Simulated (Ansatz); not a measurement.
```yaml
crystal:
  periodic: [false, false, false]
  atoms:
    - {symbol: F, position_ang: [2.286010, 0.723621, 1.779042]}
    - {symbol: Ge, position_ang: [1.481904, 0.985061, 0.117675]}
    - {symbol: Cl, position_ang: [1.016456, 2.927023, 0.072915]}
    - {symbol: N, position_ang: [-0.226774, -0.145481, -0.126443]}
    - {symbol: Si, position_ang: [-0.629579, -0.810333, 1.167629]}
    - {symbol: Si, position_ang: [-0.703292, -0.402220, -1.479381]}
    - {symbol: H, position_ang: [2.657648, 0.513673, -0.929751]}
    - {symbol: H, position_ang: [-1.998865, -1.480675, 0.931532]}
    - {symbol: H, position_ang: [0.388056, -1.823372, 2.097122]}
    - {symbol: H, position_ang: [-1.008649, 0.170523, 2.457937]}
    - {symbol: H, position_ang: [-0.947612, -1.697405, -1.767172]}
    - {symbol: H, position_ang: [-2.286650, 0.495435, -1.561926]}
    - {symbol: H, position_ang: [-0.008108, 0.433346, -2.511708]}
basis:
  gaussian: {orbitals: def2-mTZVP}
hamiltonian: {xc: {name: HF}}
correlation: {active_space: {window: {electrons: 2, orbitals: 1}}}
output: {forces: true}
```

```sh
$ ansatz run in.yaml --threads 2 --pin off --events-out ev --progress --plain --max-ram 32768MiB --backend cpu
```

It prints (some lines left out):

```
Functional definition: HF
  name "HF"
  cite "Fock, Z. Phys. 61, 126 (1930) doi:10.1007/BF01340294"
  parent pbe
  exchange = exact_x
  correlation = 0
1445 factors; integrals over basis functions are off by at most 7.7e-4 eV
mean field evaluation 1: about -88993.6056 eV, gradient 5.3e1 eV
mean field evaluation 2: about -88993.6687 eV, gradient 5.3e1 eV
mean field evaluation 4: about -88999.6702 eV, gradient 4.3e0 eV
mean field evaluation 8: about -88999.7487 eV, gradient 3.8e-1 eV
mean field -88999.74950225 eV, -3270.6804680108 hartree, gradient 1.9e-6 eV, S^2 0.000000; 0 other end points of the search recorded, 0 dependent functions left out
reference -88999.74950225 eV, -3270.6804680108 hartree; 50, 50 occupied and 111, 111 virtual orbitals, 1445 factors
state -88999.74950225 eV, -3270.6804680108 hartree
the calculation of the forces begins
Total energy: -88999.74950225 eV, -3270.6804680108 hartree
Atom 0 at     2.286010     0.723621     1.779042 Å, force    -1.989694     0.244260    -3.261247 eV/Å
Atom 1 at     1.481904     0.985061     0.117675 Å, force     2.203758    -4.332980     1.258813 eV/Å
Atom 2 at     1.016456     2.927023     0.072915 Å, force    -0.772005     2.573249    -0.088551 eV/Å
Atom 3 at    -0.226774    -0.145481    -0.126443 Å, force    11.884177     7.734663     6.361119 eV/Å
Atom 4 at    -0.629579    -0.810333     1.167629 Å, force    -4.449566    -5.144743    13.277289 eV/Å
Atom 5 at    -0.703292    -0.402220    -1.479381 Å, force    -8.177519     3.439780   -13.505788 eV/Å
Atom 6 at     2.657648     0.513673    -0.929751 Å, force    -1.674233     0.472828     1.219789 eV/Å
Atom 7 at    -1.998865    -1.480675     0.931532 Å, force     1.232115     0.069100     0.077854 eV/Å
Atom 8 at     0.388056    -1.823372     2.097122 Å, force    -1.351262     1.393444    -2.211665 eV/Å
Atom 9 at    -1.008649     0.170523     2.457937 Å, force     0.707728    -0.924394    -2.124040 eV/Å
Atom 10 at    -0.947612    -1.697405    -1.767172 Å, force    -0.296140    -2.989800    -1.011922 eV/Å
Atom 11 at    -2.286650     0.495435    -1.561926 Å, force     2.332775    -1.792088    -0.143836 eV/Å
Atom 12 at    -0.008108     0.433346    -2.511708 Å, force     0.349866    -0.743318     0.152187 eV/Å
Dipole moment:     0.564827     0.027100    -0.629124 e Å
```

Run time 21 s (2 threads of an AMD EPYC 7R13 on a shared host); peak host memory 0.66 GiB.
